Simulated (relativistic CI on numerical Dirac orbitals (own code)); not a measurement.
Pr2+ (4f3) in a crystal field

Calculated by Dirac-Coulomb-Breit CI, KLI orbitals optimised for each configuration, model QED (radiative potential, 1s self-energy scaled to tabulated hydrogen-like ionisation energies), valence Slater integrals scaled by 0.85, one configuration in a parametric crystal field (own radial code).

Field parameters in Wybourne normalisation; cubic f-shell fields have B⁴₄ = √(5/14) B⁴₀ and B⁶₄ = −√(7/2) B⁶₀. The field is a parameter set, without covalency.

S is read from ⟨S²⟩ = S(S + 1).

Levels (cm⁻¹, degeneracy): 0 (4), 217 (2), 300 (4), 1434 (2), 1475 (4), 1586 (4), 1608 (2), 2869 (2), 2908 (4), 3044 (4), 3057 (2), 3075 (2).

Which field gives this pattern?
A. Oh, B40 = 1130, B60 = 400 cm⁻¹
B. Oh, B40 = -1080, B60 = -270 cm⁻¹
C. Oh, B40 = -1180, B60 = 330 cm⁻¹

A. Oh, B40 = 1130, B60 = 400 cm⁻¹, ground level with S = 1.48.
